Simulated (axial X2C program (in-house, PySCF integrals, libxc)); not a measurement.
## Testing model relations on NaPt⁺

A bond curve at the CCSD(T) level, with spin–orbit coupling, was computed with an in-house relativistic program for diatomic molecules (basis Pt dyall-cv3z [13s14p9d6f4g], Na dyall-cv3z [9s8p5d2f] (cores contracted in-house)) for the state Ω = 3 (⟨Sz⟩ = 0.99, ⟨Lz⟩ = 2.01 at HF). Its fit gives Re = 2.9704 Å, ωe = 143.4 cm⁻¹, ωexe = 1.22 cm⁻¹ and αe = 9.460e-04 cm⁻¹; the masses are 194.9648 and 22.9898 u. Two-component means X2C with spin–orbit coupling and atomic mean-field Coulomb and Gaunt terms.

Correlated methods: 10 electrons correlated (number of frozen shells: Pt 5 s, 4 p, 2 d, 1 f; Na 2 s, 1 p), 314 virtual spin orbitals or spinors in MP2, 90 natural virtuals in coupled cluster.

(1) Find the reduced mass, Be and the force constant.

(2) Estimate De from a Morse curve and compare with the computed well depth of 0.586 eV to Pt + Na+.

(3) Where do the fundamental and the first overtone lie?

(4) A Morse curve ties αe to the other constants (Pekeris). How well does that hold?

(5) Estimate the centrifugal constant by the Kratzer relation.

One determinant describes the state; a PBE0 search over occupations chose it and may have missed a lower one. Dissociation energies refer to the lowest single-determinant-based atoms at the same level and basis. CCSD and (T) use frozen natural virtuals with an MP2 correction for the truncation; (T) itself is uncorrected, so its De runs slightly low. PBE0 can misorder states that lie within some tenths of an eV, so this need not be the ground state of the molecule. The nearest other 2c determinant of the search, Ω = 2, lies 0.24 eV up at the distance of the search. With several unpaired electrons one determinant need not be a pure state. With the outer-core shells frozen, correlated bond lengths of heavy atoms tend to come out a few hundredths of an ångström too long.

Results:

(1) From the CCSD(T) values: μ = 20.5648 u. Be = 16.8576/(μ Re²) = 0.09291 cm⁻¹. k = 5.8918×10⁻⁷ μ ωe² = 0.249 mdyn/Å.

(2) De(Morse) = ωe²/(4ωexe) = 0.522 eV against 0.586 eV computed, a ratio of 0.89. For De the Morse form works well here.

(3) ν(1←0) = ωe − 2ωexe = 141.0 cm⁻¹; ν(2←0) = 2ωe − 6ωexe = 279.5 cm⁻¹.

(4) αe(Morse) = 6Be²/ωe × (√(ωexe/Be) − 1) = 9.476e-04 cm⁻¹; the CCSD(T) curve gives 9.460e-04 cm⁻¹, a ratio of 1.00.

(5) D = 4Be³/ωe² = 1.56e-07 cm⁻¹.
